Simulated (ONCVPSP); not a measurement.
**Pseudopotential generation for zinc: ONCV, PBE, scalar-relativistic.**

ONCVPSP 4.0.1 input, shortened (lines: element, Z, core and valence counts, functional; n l f; lmax; l rc ep ncon nbas qcut; lloc lpopt rc5 dvloc0; l nproj debl; icmod fcfact rcfact), PBE, scalar-relativistic:

```
  Zn 30.00    3    4        4      upf
    1    0    2.00
    2    0    2.00
    2    1    6.00
    3    0    2.00
    3    1    6.00
    3    2   10.00
    4    0    2.00
    2
    0    0.95    0.00    4    9   10.50
    1    0.80    0.00    4    9   21.30
    2    0.95    0.00    5    9   14.40
    4    5    0.65    0.00
    0    2    2.40
    1    1    1.90
    2    3    3.00
    3    3.00    1.50
```

- Cutoffs needed: 113 Ha and 285 Ha (the cutoffs (Ha) at which the residual kinetic energy of the hardest occupied pseudo-wave falls to 1 and 0.1 mHa per electron)
- Ghost test: no bound ghost flagged; GHOST(+) flags only above 600 eV
- Largest excitation error: -11 meV (all-electron minus pseudo) for 3s2 3p6 3d9 4s0, out of 4 test configurations
- rms error of d²Exc/dni dnj: 1.81 mHa without and 1.61 mHa with the model core
